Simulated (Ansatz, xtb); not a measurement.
## Relative energy of two isomers of C4H3ClO2

Structure X: `O=C1CC=C(Cl)O1`, a singlet. Structure Y: `O=C1COC=C1Cl`, a singlet. Both are isolated molecules in the gas phase, relaxed with r2SCAN-D4/def2-SVP.

Quicker runs give these differences E(Y) − E(X): GFN2-xTB +11.0 kcal/mol; HF/STO-3G +9.3 kcal/mol (at GFN2-xTB geometries); r2SCAN-D4/def2-SVP//GFN2-xTB +11.0 kcal/mol.

**Question.** Estimate E(Y) − E(X) at the level CCSD(T)/def2-SVP + ΔMP2/def2-TZVPP.

**Answer.** Calculated at CCSD(T)/def2-SVP + ΔMP2/def2-TZVPP: E(Y) − E(X) = +12.0 kcal/mol, so structure X lies lower.

How the difference moves with the method:

```json
{"level": "GFN2-xTB", "geometry": "GFN2-xTB", "E(Y) − E(X) (kcal/mol)": "+11.0", "departure from the last row (kcal/mol)": "−1.0", "job, with rough time for the two": "optimisation, 0.19 s"}
{"level": "HF/STO-3G", "geometry": "GFN2-xTB", "E(Y) − E(X) (kcal/mol)": "+9.3", "departure from the last row (kcal/mol)": "−2.7", "job, with rough time for the two": "single point, 0.74 s"}
{"level": "r2SCAN-D4/def2-SVP//GFN2-xTB", "geometry": "GFN2-xTB", "E(Y) − E(X) (kcal/mol)": "+11.0", "departure from the last row (kcal/mol)": "−1.0", "job, with rough time for the two": "single point, 4.1 s"}
{"level": "r2SCAN-D4/def2-SVP", "geometry": "r2SCAN-D4/def2-SVP", "E(Y) − E(X) (kcal/mol)": "+11.4", "departure from the last row (kcal/mol)": "−0.5", "job, with rough time for the two": "optimisation, 30 s"}
{"level": "HF/def2-SVP", "geometry": "r2SCAN-D4/def2-SVP", "E(Y) − E(X) (kcal/mol)": "+11.1", "departure from the last row (kcal/mol)": "−0.9", "job, with rough time for the two": "part of the CCSD(T) run"}
{"level": "MP2/def2-SVP", "geometry": "r2SCAN-D4/def2-SVP", "E(Y) − E(X) (kcal/mol)": "+13.8", "departure from the last row (kcal/mol)": "+1.9", "job, with rough time for the two": "part of the CCSD(T) run"}
{"level": "CCSD(T)/def2-SVP", "geometry": "r2SCAN-D4/def2-SVP", "E(Y) − E(X) (kcal/mol)": "+13.0", "departure from the last row (kcal/mol)": "+1.0", "job, with rough time for the two": "single point"}
{"level": "CCSD(T)/def2-SVP + ΔMP2/def2-TZVPP", "geometry": "r2SCAN-D4/def2-SVP", "E(Y) − E(X) (kcal/mol)": "+12.0", "departure from the last row (kcal/mol)": "", "job, with rough time for the two": "single point, 59 s"}
```

As drawn, both hold the same kinds of bond in the same numbers.

The levels shown agree on the order. The largest departure from CCSD(T)/def2-SVP + ΔMP2/def2-TZVPP is that of HF/STO-3G, 2.7 kcal/mol. The last row adds to CCSD(T) the change of the MP2 difference between the two basis sets, here −1.0 kcal/mol.

With thermal terms from frequencies at re-optimised GFN2-xTB minima (ideal gas, soft modes damped towards free rotors, one conformer each, 298.15 K, 1 atm): the zero-point term adds 0.0 kcal/mol; ΔH is +12.0 and ΔG +11.8 kcal/mol.

The correlated steps freeze 11 core orbitals. Run with Ansatz 0.2.0, xtb 6.7.1; the last row on 2 threads of Intel(R) Xeon(R) Processor on a shared host.
